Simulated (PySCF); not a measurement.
C5H6NS (doublet state).
Structure used (GFN2-xTB), in Å, numbered top down from 1:
```
atom  x, y, z in Å
N1     3.6770    0.4247    0.0699
C2     2.5185    0.4174    0.0237
C3     1.1539    0.3778   -0.0237
C4     0.3211   -0.7462    0.5083
C5    -1.0181   -0.6546   -0.2199
C6    -1.3593    0.8248   -0.2935
S7     0.2167    1.6709   -0.6858
H8     0.8155   -1.7064    0.3502
H9     0.1743   -0.6200    1.5890
H10   -0.9135   -1.0580   -1.2292
H11   -1.8008   -1.2097    0.2972
H12   -2.0812    1.0687   -1.0692
H13   -1.7086    1.2109    0.6653
```

The hyperfine couplings belong to this conformer and change with its torsions.

The species is `N#C[C]1CCCS1` [radical].

Computed with UKS B3LYP, pcH-1 on C H N S, non-relativistic, mean-field spin-orbit, GIAO (PySCF). Geometry: GFN2-xTB, one conformer, isolated molecule. The geometry wasn't refined by DFT: couplings that depend on bond lengths, twists or pyramidal angles can differ widely from those at the functional's own minimum. The SCF solution wasn't tested for stability.

Principal values of hyperfine tensors in MHz (contact, dipolar and spin–orbit terms together), for some of the nuclei:

| atom | isotope | A1 | A2 | A3 |
| --- | --- | --- | --- | --- |
| H9 | 1H | 83.98 | 85.15 | 94.03 |
| C3 | 13C | 7.48 | 7.74 | 178.66 |
| C2 | 13C | -64.11 | -51.78 | -32.26 |
| H8 | 1H | 25.13 | 25.87 | 34.83 |
| H13 | 1H | 12.85 | 13.61 | 18.72 |
| N1 | 14N | -7.52 | -4.13 | 34.86 |
| S7 | 33S | -20.52 | -15.17 | 54.76 |
| C6 | 13C | -4.02 | -3.16 | -2.79 |

(1) Split each tensor into its isotropic and traceless parts, and turn a_iso into mT with g = 2.0056.

(2) What spin density at the nucleus of H9 lies behind its contact coupling (g_N = 5.58569)?

(3) C4 (13C, g_N = 1.40482) isn't in the table. Its spin density at the nucleus is -0.01991 bohr⁻³. What is its contact coupling?

(4) Name the largest traceless tensor T of the table and describe it.

(5) What first-order splitting does C2 cause when the field lies along A1, A2 or A3 of its tensor (g taken as isotropic, no quadrupole term)?

Results:

(1) a_iso is a third of the trace, T = A − a_iso, and a(mT) = a(MHz)/(g × 13.996). The tensors hold a spin–orbit part: the run splits a_iso into a_FC + a_SO, and T includes its anisotropic share.

```csv
atom,a_iso (MHz),a_FC,a_SO,a_iso (mT),T1,T2,T3
H9,87.72,87.71,0.01,3.125,-3.74,-2.57,6.31
C3,64.63,64.30,0.33,2.302,-57.14,-56.89,114.03
C2,-49.38,-49.40,0.01,-1.759,-14.73,-2.40,17.12
H8,28.61,28.61,0.00,1.019,-3.47,-2.74,6.22
H13,15.06,15.06,0.00,0.536,-2.21,-1.45,3.66
N1,7.74,7.72,0.02,0.276,-15.25,-11.87,27.12
S7,6.36,6.78,-0.42,0.227,-26.88,-21.53,48.40
C6,-3.32,-3.36,0.04,-0.118,-0.69,0.16,0.53
```

(2) a_FC = (2μ0/3) gₑ μB g_N μN ρ(0)/(2S·h) = 800.24 MHz × g_N × ρ(0)/(2S), with ρ in bohr⁻³. With a_FC = 87.71 MHz and 2S = 1, ρ(0) = 0.01962 bohr⁻³. In magnitude that is 6.2 % of the 1/π = 0.318 of a free hydrogen atom.

(3) By the same relation, a_FC = -22.4 MHz. Its full tensor has the principal values -23.64, -21.96, -21.50 MHz.

(4) C3: -57.1, -56.9, 114.0 MHz (the dipolar term alone has -57.8, -56.6, 114.4), axial, in the ratio −1:−1:+2, the form that spin in one p orbital centred on that nucleus gives.

(5) 2 lines (I = 1/2), spaced by |A_i|/(g × 13.996): 2.28, 1.84, 1.15 mT along the axes of A1, A2 and A3.
